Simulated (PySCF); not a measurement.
GeH7NSi2, SMILES [NH]1[SiH2][SiH2][GeH2]1. Coordinates come from a PBE-D3(BJ)/def2-SVP optimisation. This is a generated structure with no PubChem entry under its InChIKey; it may be hypothetical.

All values below come from PBE-D3(BJ)/def2-SVP in PySCF.

Harmonic wavenumbers (cm⁻¹): 80, 280, 291, 339, 374, 423, 423, 506, 551, 594, 619, 625, 661, 665, 792, 828, 870, 885, 960, 1067, 2029, 2031, 2113, 2118, 2154, 2171, 3513. Rotational constants (GHz): 3.946, 2.194, 1.486; symmetry number 1.

Task: Work out the zero-point energy and the ideal-gas rigid-rotor harmonic-oscillator thermochemistry at 298.15 K and 1 atm.

Result: ZPE = ½ Σ hcν = ½ × 27963 cm⁻¹ = 39.97 kcal/mol. H − E(el) = 45.11 kcal/mol. Entropy in cal/(mol K): translation 40.92, rotation 27.62, vibration 15.00, total 83.54. G − E(el) = 20.20 kcal/mol. Cp = 29.58 cal/(mol K). Modes under 150 cm⁻¹ make the vibrational entropy uncertain.
